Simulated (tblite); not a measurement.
C₇H₁₀OSi.
Geometry (GFN2-xTB, Å), atoms numbered from 1 in this order:
```
atom  x, y, z in Å
C1     3.8484   -0.4680   -0.5363
C2     2.6923   -0.3058   -0.2517
C3     1.3325   -0.1675    0.1027
C4     0.6458    0.9659   -0.0443
C5    -0.7991    1.0085    0.3584
C6    -1.6799    1.3617   -0.8436
Si7   -1.1093   -0.7386    1.0847
O8    -2.1679   -1.6561    0.2546
C9     0.6321   -1.3725    0.6773
H10    4.8583   -0.5918   -0.7920
H11    1.0944    1.8551   -0.4651
H12   -0.9237    1.8029    1.1022
H13   -2.7221    1.4534   -0.5421
H14   -1.3687    2.3070   -1.2865
H15   -1.6076    0.5897   -1.6068
H16   -1.4602   -0.7011    2.5070
H17   -3.0856   -1.4125    0.1714
H18    0.6299   -2.1820   -0.0541
H19    1.1805   -1.7389    1.5450
```

Calculated harmonic vibrations of the isolated species, GFN2-xTB (tblite), most abundant isotopes, no scaling. The method is semi-empirical: single wavenumbers can be off by several per cent or more. Modes of hydrogen on silicon can be 10 to 20 % off. One conformer, not necessarily the lowest.

Harmonic wavenumbers (cm⁻¹): 37.8, 96.2, 122.4, 148.2, 193.6, 217.9, 237.6, 254.6, 305.5, 377.4, 440.0, 447.1, 468.4, 544.2, 599.4, 636.8, 652.4, 662.1, 706.0, 751.2, 762.0, 807.8, 834.8, 881.1, 905.7, 967.3, 1003.9, 1083.8, 1096.0, 1098.5, 1145.7, 1218.1, 1251.3, 1277.9, 1291.3, 1410.1, 1457.2, 1505.8, 1510.5, 1677.4, 2243.0, 2248.1, 2916.0, 2973.1, 2996.8, 3005.6, 3014.6, 3030.3, 3063.8, 3391.9, 3665.4.

A = 2479, B = 933.4, C = 750.2 MHz; mass 138.050 u (most abundant isotopes); point group C1, symmetry number 1.

Question: What is the zero-point energy?

Answer: ½Σν̃ = 31817 cm⁻¹ = 380.61 kJ/mol.

Question: Entropy at 273.15 K, 1 bar (ideal gas, RRHO, classical rotation)?

Answer: Translation 168.49, rotation 122.78, vibration 119.06: S = 410.3 J/(mol K).

Question: And Cp and H(273.15 K) − H(0)?

Answer: Cp = 166.69 J/(mol K), of which vibrations give 133.43 (their classical limit is 51 R = 424.0); H(273.15 K) − H(0) = 26.93 kJ/mol without the zero-point energy, 17.85 from vibrations.

Question: Blend soft modes into free rotors: weight 1/[1 + (100 cm⁻¹/ν̃)⁴] for the oscillator and the rest for a rotor with moment μB/(μ + B), μ = h/(8π²ν), B = 10⁻⁴⁴ kg m². What vibrational entropy results?

Answer: 111.46 J/(mol K) in place of 119.06, which changes −T·S at 273.15 K by +2.08 kJ/mol.

Question: How do the functions run with temperature in this model?

Answer: 
```
 T (K)  S (J/(mol K))  Cp (J/(mol K))  H − H(0) (kJ/mol)  G − H(0) (kJ/mol)  ln q(vib)
   150          330.2           106.1              10.10             -39.43       2.98
   250          396.1           155.6              23.20             -75.82       5.80
298.15          425.4           178.3              31.24             -95.60       7.18
   400          483.9           220.6              51.63            -141.95      10.12
   600          585.7           281.1             102.23            -249.19      15.77
   900          711.3           337.4             195.72            -444.44      23.59
```

q(vib) and H(0) count from the zero-point level.

Question: Which modes carry the vibrational entropy at 273.15 K?

Answer: 37.8 cm⁻¹: 21.75; 96.2 cm⁻¹: 14.06; 122.4 cm⁻¹: 12.11; 148.2 cm⁻¹: 10.58; 193.6 cm⁻¹: 8.50; 217.9 cm⁻¹: 7.61 J/(mol K); the other 45 give 44.46 together.

Hindered rotation and anharmonicity are outside this model. Other conformers, if any are populated, would add a mixing term that is left out. The structure is chiral; the term R ln 2 for an equal mix with its mirror image is left out.

The run took 1.4 s wall on one thread of an Arm Neoverse N1, shared host with 64 logical CPUs at a one-minute load of 50. This covers the Hessian and the dipole derivatives.
